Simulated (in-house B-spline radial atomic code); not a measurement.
**RPA and G0W0 on wB97X: Te+**

Configuration [Kr] 4d10 5s2 5p3, highest spin, mean-field start wB97X. Computed with an all-electron radial atomic-structure program (B-spline basis): all electrons, non-relativistic, point nucleus, each spin shell either full or empty, empty states to l = 9 with an (l + 1/2)⁻⁴ tail; G0W0 by contour deformation at full frequency.

Without relativity these are model numbers: it shifts the levels of so heavy an element strongly and can reorder them.

Command:
```bash
python run_gw.py task.json out
```
Settings (radii: box in bohr, nucleus in fm):
```
Z                        52
electrons                51
configuration            [Kr] 4d10 5s2 5p3
hamiltonian              nr
method                   wb97x
lmax                     9
spin_polarised           True
box_radius               23.78
intervals                55
```

Time taken, with all properties: 7.2 s on 1 thread of Arm Neoverse N1, with other jobs on the host.

Energies (hartree):

```csv
term,value
mean-field total,-6614.13893
Hartree-Fock functional on these orbitals,-6611.48428
direct second order,-4.2717
second-order exchange,1.1737
SOSEX correction,1.0989
```

Problem. What is the RPA correlation energy, and what remains with SOSEX?

Solution. RPA gives -3.7776 hartree (-2.02 eV per electron); RPA + SOSEX gives -2.6787, and the second-order doubles -3.098 hartree (no singles). SOSEX takes back 29 % of the RPA value.

Quasi-particle levels (eV):

| level | occupied | mean field | Σx - vxc | Σc | QP weight | G0W0 |
| --- | --- | --- | --- | --- | --- | --- |
| 5p up | yes | -17.939 | -0.69 | ? | ? | ? |
| 5s down | yes | -24.608 | 1.69 | -2.16 | 0.945 | -25.078 |
| 5p down | no | -9.805 | 2.99 | -2.01 | 0.948 | -8.830 |

G0W0 = mean field + (Σx - vxc) + Σc, with Σc (partial-wave tail included) taken at the quasi-particle energy. Only the outer levels were computed. Levels of low weight are left out.

Problem. Where does G0W0 put 5p up?

Solution. At -19.186 eV, with Σc = -0.56 eV and a quasi-particle weight of 0.948. The tabulated removal energy is 18.6 ± 0.4 eV (NIST, measured); the calculation leaves out relativity, Breit and QED terms, and what these don't explain is the method's own error.
